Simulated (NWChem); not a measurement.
H3O cation; SMILES [OH3+]

```xyz
4

O      0.0000     0.0000     0.0788
H      0.6693     0.6693    -0.2074
H      0.2450    -0.9143    -0.2074
H     -0.9143     0.2450    -0.2074
```
Atoms are numbered in this order, from 1.

Structure relaxed at the B3LYP/6-31G* (spherical d) level.

Split the isotropic spin-spin couplings (Hz) from B3LYP/IGLO-III (NWChem) into Fermi-contact, spin-dipolar, paramagnetic and diamagnetic spin-orbit terms, for the pairs 1–4, 3–4.


```
pair               FC    SD    PSO    DSO    total
------------  -------  ----  -----  -----  -------
17O(1)–1H(4)  -106.95  0.35  -6.18  -0.04  -112.83
1H(3)–1H(4)     -4.54  0.40   7.83  -7.79    -4.10
```
